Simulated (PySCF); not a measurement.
# Ionisation energy of Zr by level of theory

Zr [Kr] 4d2 5s2 (3F) → Zr⁺ [Kr] 4d2 5s1 (4F), as a difference of total energies. All numbers are calculated (PySCF 2.14, a scalar-relativistic core potential, in aug-cc-pVDZ-PP with ECP28MDF). Correlated levels: valence: 4s2 4p6 frozen. The calculations carry no spin-orbit coupling.

Task: Order these methods by the ionisation energy they give, lowest first.
A. UHF
B. MP2 (valence)
C. M06-L
D. SCS-MP2 (valence)

Result: A (5.219 eV), B (6.080 eV), D (6.252 eV), C (6.808 eV).

Errors of the correlated levels include the incompleteness of this basis and the frozen core.

MP2 underrates the near-degeneracy of ns² with np² in the lower species.

For comparison: 6.639 eV (measured; NIST levels, between the centres of gravity of the two terms).
